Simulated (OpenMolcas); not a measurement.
# A ladder of methods for C2H7AlO (SMILES C[CH2][AlH][OH])

The species is C2H7AlO (11 atoms), meant as a singlet with charge 0. SMILES: `C[CH2][AlH][OH]`. Geometry: relaxed at PBE0-D4/def2-TZVP. This is one conformer, not always the lowest.

```xyz
11

C    -1.1116    0.8294    0.1064
C     0.1759    0.3880    0.8020
Al    1.2545   -0.9479   -0.1378
O     0.7626   -1.5768   -1.6393
H    -1.7910   -0.0119   -0.0587
H    -1.6626    1.5750    0.6876
H    -0.9106    1.2733   -0.8729
H    -0.0493   -0.0100    1.8007
H     0.8188    1.2568    0.9979
H     2.6223   -1.5227    0.4124
H    -0.0438   -1.3101   -2.0778
```

Each level gives the vertical ionisation energy (to the doublet cation) (eV). The values are calculated.

```
                              level           kind     program  value (eV)  CPU time (all runs)
 SVWN5/6-31G* (spherical functions)            LDA  OpenMolcas        9.24                 81 s
  BLYP/6-31G* (spherical functions)            GGA  OpenMolcas        9.02              2.3 min
revPBE/6-31G* (spherical functions)            GGA  OpenMolcas        9.12              2.3 min
 M06-L/6-31G* (spherical functions)       meta-GGA  OpenMolcas        9.38              3.2 min
  TPSS/6-31G* (spherical functions)       meta-GGA  OpenMolcas        9.24              3.8 min
 B3LYP/6-31G* (spherical functions)  global hybrid  OpenMolcas        9.49              2.3 min
 BHLYP/6-31G* (spherical functions)  global hybrid  OpenMolcas        9.70              1.9 min
 B3LYP/6-31G* (Cartesian functions)  global hybrid  OpenMolcas        9.49              2.5 min
```

The values span 9.02 to 9.70 eV. Times are those of the runs behind each value, whatever else they computed, on shared processors of several kinds: orders of magnitude only.
